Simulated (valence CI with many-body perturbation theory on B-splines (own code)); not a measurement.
## Questions on Ho45+

Calculated by configuration interaction combined with many-body perturbation theory (CI+MBPT): four valence electrons over a frozen Dirac-Fock core [Ar], radial functions for each j: 7 s, 7 p, 8 d, 6 f, 4 g, 1 h, with the one-electron correlation potential Σ1, the two-electron term Σ2, the three-electron term Σ3, Breit, model QED; selected CI, second order for the rest, scaled by the run's own slope (own B-spline code, finite nucleus).

No measured spectrum was set against this ion. As an estimate, large intervals hold to a few tenths of a per cent, small ones and those within an open d or f shell to about a per cent. Only levels of the ground parity were solved; by the run's estimate the other parity begins above the list, which can be wrong where configurations are misplaced.

Levels are named by their leading jj configuration (3d3/2^4 stands for four electrons in 3d with j = 3/2), which in mixed levels can hold well under half, so a name can repeat and another be missing.

Rates and lifetimes use the calculated energies. Strong lines usually hold to 10 to 20 %, long lifetimes can be off by a factor of two.

Q: What is the ground level?

A: (3d3/2^4) J=0, composition 59 % 3d4 3P + 28 % 3d4 5D + 13 % 3d4 1S.

Q: What is the ionisation energy?

A: 3760.9 eV; NIST lists 3760 ± 4 eV (theoretical).

Q: How well does LS coupling describe the low levels?

A: Among the lowest 20 levels the leading LS term, summed over configurations, holds 47 % on average. For single configurations the figures are 47 % in LS and 95 % in jj coupling. Terms mix most in the J = 3 level at 427870 cm⁻¹, where the leading one holds 29 %.

Q: Name the longest-lived excited levels whose lifetime is computed, and their main decay.

A: (3d3/2^2 3d5/2^2) J=6 at 752950 cm⁻¹ lives 11.6 ms, mostly by M1 to (3d3/2^2 3d5/2^2) J=5. The lifetime of (3d3/2^3 3d5/2) J=4 is too uncertain to give, and may be longer.
